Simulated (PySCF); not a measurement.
**Assignment exercise: C$_{8}$H$_{9}$OP**

Molfile (atoms numbered from 1):
```
C8H9OP
     RDKit          3D

 19 19  0  0  0  0  0  0  0  0999 V2000
   -2.6473   -0.4539   -0.3886 C   0  0  0  0  0  0  0  0  0  0  0  0
   -1.5709    0.1904    0.4543 C   0  0  0  0  0  0  0  0  0  0  0  0
   -1.8191    1.0549    1.2596 O   0  0  0  0  0  0  0  0  0  0  0  0
   -0.1881   -0.3369    0.2319 C   0  0  0  0  0  0  0  0  0  0  0  0
   -0.0274   -1.7136    0.2316 C   0  0  0  0  0  0  0  0  0  0  0  0
    1.4588   -2.5804    0.0351 P   0  0  0  0  0  0  0  0  0  0  0  0
    2.5390   -1.2388   -0.1570 C   0  0  0  0  0  0  0  0  0  0  0  0
    2.1736    0.0889   -0.1259 C   0  0  0  0  0  0  0  0  0  0  0  0
    0.8781    0.5576    0.0658 C   0  0  0  0  0  0  0  0  0  0  0  0
    0.6333    2.0351    0.0701 C   0  0  0  0  0  0  0  0  0  0  0  0
   -3.4784    0.2378   -0.5034 H   0  0  0  0  0  0  0  0  0  0  0  0
   -2.2641   -0.7532   -1.3603 H   0  0  0  0  0  0  0  0  0  0  0  0
   -3.0193   -1.3381    0.1275 H   0  0  0  0  0  0  0  0  0  0  0  0
   -0.9071   -2.3252    0.3888 H   0  0  0  0  0  0  0  0  0  0  0  0
    3.5845   -1.4772   -0.3097 H   0  0  0  0  0  0  0  0  0  0  0  0
    2.9549    0.8282   -0.2553 H   0  0  0  0  0  0  0  0  0  0  0  0
   -0.1417    2.3023   -0.6471 H   0  0  0  0  0  0  0  0  0  0  0  0
    0.2887    2.3543    1.0521 H   0  0  0  0  0  0  0  0  0  0  0  0
    1.5427    2.5771   -0.1771 H   0  0  0  0  0  0  0  0  0  0  0  0
  1  2  1  0
  2  3  2  0
  2  4  1  0
  4  5  2  0
  5  6  1  0
  6  7  2  0
  7  8  1  0
  8  9  2  0
  9 10  1  0
  9  4  1  0
  1 11  1  0
  1 12  1  0
  1 13  1  0
  5 14  1  0
  7 15  1  0
  8 16  1  0
 10 17  1  0
 10 18  1  0
 10 19  1  0
M  END
```

Computational details: shieldings: GIAO PBE0/pcSseg-1, GFN2-xTB structure, in PySCF (equivalent nuclei averaged, no relativistic terms, gas phase, a single conformation).

References, each an isolated molecule treated in the same way: 13C, 1H against TMS.

Task: Assign these signals to the numbered atoms. 13C{1H} NMR (computed): δ 211.7, 167.7, 161.8, 150.7, 143.4, 142.1, 33.0, 26.0.

Result: 
211.7 → C2, ketone carbonyl carbon: low-lying n→π* states of the double bond to the heteroatom give a large paramagnetic term (-272 ppm)
167.7 → C7, aromatic CH
161.8 → C5, aromatic CH
150.7 → C4, substituted aromatic carbon
143.4 → C9, substituted aromatic carbon
142.1 → C8, aromatic CH
33.0 → C1, methyl carbon α to a carbonyl: α to the electron-withdrawing carbonyl group
26.0 → C10, methyl carbon on an aromatic ring: aliphatic region, no heteroatom directly attached

C9 and C8 lie closer than the usual error of such a calculation, so a measured spectrum could show them in the other order.

Task: Assign these signals to the numbered atoms. 1H NMR (500 MHz, computed): δ 9.20 (m, 1H), 9.17 (m, 1H), 8.13 (m, 1H), 2.76 (s, 3H), 2.66 (s, 3H).

Result: 
9.20 → H15, hydrogen on an aromatic CH: it sits in the deshielding region of the aromatic ring current
9.17 → H14, hydrogen on an aromatic CH
8.13 → H16, hydrogen on an aromatic CH
2.76 → H17/H18/H19, hydrogen on a methyl carbon on an aromatic ring: benzylic-type position, deshielded by the ring
2.66 → H11/H12/H13, hydrogen on a methyl carbon α to a carbonyl: α to C=O

H15 and H14; H17/H18/H19 and H11/H12/H13 lie closer than the usual error of such a calculation, so a measured spectrum could show them in the other order.

Splittings by 31P in the carbon and heteronuclear signals aren't shown, as no couplings were computed. Shifts are as computed. Against solution values, carbons near 30 ppm lie about +3 ppm off and those near 130 ppm about +5 ppm. Of 1211 compounds with measured shifts, 218 miss one by over three times the rms of a fit or turn the order of signals round; such compounds aren't used in these exercises. No couplings were computed; multiplicities are counted from neighbouring protons, with m where these are inequivalent, close in shift, in a saturated or five-membered ring or joined by F or P, and br s for small geminal =CH2 splittings.
